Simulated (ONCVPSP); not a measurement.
## Before and after: ONCV potential for Tc (Z = 43)

| Property | Result |
| --- | --- |
| Element | Tc |
| Generator | ONCVPSP 4.0.1 |
| Type | optimised norm-conserving Vanderbilt (ONCV) |
| Functional | PBEsol |
| Relativity | scalar-relativistic |
| Frozen core | [Ar] 3d10 |
| Valence charge | 15 |
| Reference configuration | 4s2 4p6 4d5 5s2 |
| Partial waves | 4s+5s: rc 1.50 bohr, ncon 5, nbas 8, qcut 7.8 1/bohr, 2 projectors; 4p: rc 1.60 bohr, ncon 3, nbas 8, qcut 8 1/bohr, 1 projector; 4d: rc 2.10 bohr, ncon 4, nbas 8, qcut 6.9 1/bohr, 1 projector |
| Local potential | polynomial inside 1.15 bohr (lpopt 5, dvloc0 1 Ha) |
| Core correction | Teter function, fcfact 2.5, rcfact 1.55 |

All-electron outer shells of the reference configuration (PBEsol, scalar-relativistic, ld1.x):

```tsv
shell	level (eV)	outermost node (bohr)	outermost maximum (bohr)
3d	-249.88	–	0.31
4s	-73.32	0.50	0.95
4p	-45.30	0.51	1.03
4d	-6.67	0.50	1.27
5s	-5.08	1.28	2.72
```

Change: reference 4s2 4p6 4d5 5s1; d: rc 1.5, qcut 9.7.

Cutoffs: the cutoffs (Ha) at which the residual kinetic energy of the hardest occupied pseudo-wave falls to 1 and 0.1 mHa per electron; they do not see the model core or the augmentation charge, which bear on the density cutoff. Errors are all-electron minus pseudo energies relative to the spin-unpolarised reference configuration.

**Question.** What does the change do?

**Answer.** The potential gets neither clearly harder nor softer (27 Ha and 41 Ha → 27 Ha and 41 Ha); the s channel sets the loose cutoff, while the largest relative change is in d, which becomes harder; neither file shows a bound ghost.

```tsv
quantity	base	changed
cutoff, loose	27 Ha	27 Ha
cutoff, tight	41 Ha	41 Ha
loose cutoff by channel	s 27 Ha, p 13 Ha, d 18 Ha	s 27 Ha, p 13 Ha, d 25 Ha
bound ghosts	none	none
GHOST(+) flags under 300 eV	s at 269.3 eV	s at 262.0 eV
largest error over its own tests, meV	+59	-41
s: phases at 1.53 bohr within 0.05 rad from the reference energy up to (Ha; the scan ends near 5)	to the end of the scan	to the end of the scan
p: phases at 1.62 bohr within 0.05 rad from the reference energy up to (Ha; the scan ends near 5)	0.9	0.6
rms error of d²Exc/dni dnj with the model core, mHa	0.63	0.64
```
